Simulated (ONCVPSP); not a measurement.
# Potentials for F compared

Generated with ld1.x 7.5 (TM, RRKJ, ultrasoft, PAW), atompaw 4.2 or ONCVPSP 4.0.1. The cutoff is in Ry: for ld1.x and atompaw files where the sum of valence levels is converged to 10 mRy in a Bessel basis, for ONCV files where the hardest occupied wave has 1 mHa per electron of residual kinetic energy. The error is the largest all-electron minus pseudo excitation energy over each file’s own four to seven test configurations (ionisations up to +4, promotions, holes and added fractions of an electron), all of which were solved. The labels leave out finer settings (local radius, basis sizes, second energies), which also bear on the numbers. Spin-polarised tests are not counted. The rows are a selection from randomly drawn settings: files with unsolved tests, undetermined cutoffs or missed reference levels are left out.

A true bound ghost makes a file unfit for plane-wave use even where its test errors are small: the radial tests pick states by their node count and pass the ghost by.

```tsv
potential	cutoff (Ry)	largest error (meV)	bound ghosts
ONCV, PBE, scalar-relativistic, rc 0.80/1.50 (sp), local s, core correction yes, reference 2s2 2p5, qcut 10.5/10.2, projectors 0/2	91	+1154	none
ONCV, PBE, non-relativistic, rc 0.40/1.05/0.95 (spd), local smoothed, core correction no, reference 1s2 2s2 2p5, qcut 25.8/16.3/10.7, projectors 2/2/2	625	+170	none
ONCV, PBEsol, non-relativistic, rc 0.70/1.45/1.55 (spd), local smoothed, core correction yes, reference 2s2 2p4.5, qcut 10.9/7.5/6.1, projectors 3/2/2	111	+3646	s
ONCV, LDA (Perdew-Wang 92), scalar-relativistic, rc 0.75/1.55 (sp), local smoothed, core correction yes, reference 2s2 2p5, qcut 7.5/7, projectors 1/3	347	+2351	none
ONCV, PW91, scalar-relativistic, rc 0.80/0.95 (sp), local smoothed, core correction yes, reference 2s2 2p3, qcut 9/17.7, projectors 1/2	167	+254	none
ONCV, PBE, scalar-relativistic, rc 0.75/1.10 (sp), local s, core correction no, reference 2s1.75 2p5.25, qcut 8.6/12.5, projectors 0/2	270	+1097	none
```

Task: Fill in the row for F: ONCV, PBEsol, scalar-relativistic, rc 0.75/1.10 (sp), local smoothed, core correction yes, reference 2s2 2p4.5, qcut 10.4/14.9, projectors 2/2.

Result: cutoff 133 Ry, largest error +370 meV, bound ghosts: none.
